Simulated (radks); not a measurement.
Values are calculated unless marked as measured or tabulated.
The oxygen anion O2-, [Ne], held by a Watson sphere: a shell of charge +2 at radius R that stands for the Madelung well of a crystal (potential energy -2/R inside, -2/r outside, in hartree with lengths in bohr). Code: a radial shooting solver on a logarithmic mesh with Libxc functionals. Model: scalar-relativistic Kohn-Sham, LDA (Slater exchange, VWN5 correlation), spin-polarised, spherical densities, point nucleus. Response by self-consistent Sternheimer equations with the Hartree and adiabatic LDA kernel, the relativistic mass of each level held fixed and spin-orbit coupling left out. The sphere does not respond.

R (bohr)  e(1s) (eV)  e(2s) (eV)  e(2p) (eV)  <r> 2p (bohr)  sum of <r^2> (bohr^2)  X-ray form factor at sin(theta)/lambda = 0.2 1/angstrom  alpha (bohr^3)
2            -504.65     -21.915      -7.880          1.491                  21.73                                                    6.091           14.64
2.19         -504.57     -21.116      -7.224          1.535                  23.06                                                    6.001           17.66
2.4          -504.42     -20.343      -6.563          1.581                  24.52                                                    5.920           21.65
2.49         -504.35     -20.044      -6.300          1.600                  25.15                                                    5.891           23.59
2.62         -504.22     -19.644      -5.941          1.627                  26.07                                                    5.853           26.69
2.95         -503.88     -18.773      -5.131          1.692                  28.42                                                    5.780           36.27
3.26         -503.56     -18.114      -4.490          1.750                  30.70                                                    5.733           47.99
3.57         -503.26     -17.576      -3.947          1.805                  33.07                                                    5.703           63.09
3.62         -503.21     -17.499      -3.868          1.814                  33.46                                                    5.699           65.91
